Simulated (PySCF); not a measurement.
PySCF job for CH6N2Si2, SMILES N[Si@H]1C=N[SiH2]1, PBE/pcSseg-1. Geometry optimised at B3LYP-D3(BJ)/def2-SVP. The structure was generated by enumeration; whether it is a known compound was not checked. Other conformers were not sampled.

```python
import numpy as np
from pyscf import gto, scf, dft
from pyscf.prop.nmr import rks as nmr

mol = gto.M(
    atom='''
    N     2.20977004    0.47968896    0.74446609
    Si    0.90798487   -0.26329923   -0.10496011
    C    -0.59928988   -1.13496644    0.75149147
    N    -1.68603612   -0.63231907    0.27185934
    Si   -1.12351781    0.75749385   -0.74864833
    H     2.08069505    1.20100612    1.44481380
    H     3.15394730    0.11052718    0.73465224
    H     1.55547062   -1.18776559   -1.08581578
    H    -0.65486513   -1.96624977    1.48455265
    H    -1.51111830    2.05294535   -0.11465383
    H    -1.67706653    0.74902163   -2.13625753
    ''',
    basis='pcSseg-1',
    charge=0,
    spin=0,
    max_memory=1600,
    verbose=3,
)
mf = dft.RKS(mol, xc='pbe')
mf.grids.level = 3
mf.conv_tol = 1e-10
mf.max_cycle = 100
mf.kernel()
n = nmr.NMR(mf)
n.verbose = 2
n.max_cycle_cphf = 60
sigma = n.kernel()
print('atom   isotropic/ppm   span/ppm')
for i, s in enumerate(sigma):
    w = np.linalg.eigvalsh((s + s.T) / 2)
    print(f'{mol.atom_symbol(i):2s}{i + 1:3d} {w.mean():14.3f} {w[2] - w[0]:11.3f}')
```

Output:

```
converged SCF energy = -729.679624456875
atom   isotropic/ppm   span/ppm
N   1        228.483      45.110
Si  2        351.738     153.599
C   3        -47.736     225.495
N   4       -263.852    1014.210
Si  5        326.015     257.236
H   6         30.153      15.222
H   7         29.700      17.719
H   8         25.738       5.169
H   9         20.884       8.045
H  10         25.609       3.935
H  11         25.208       6.148
```

The calculation finished and met its thresholds.
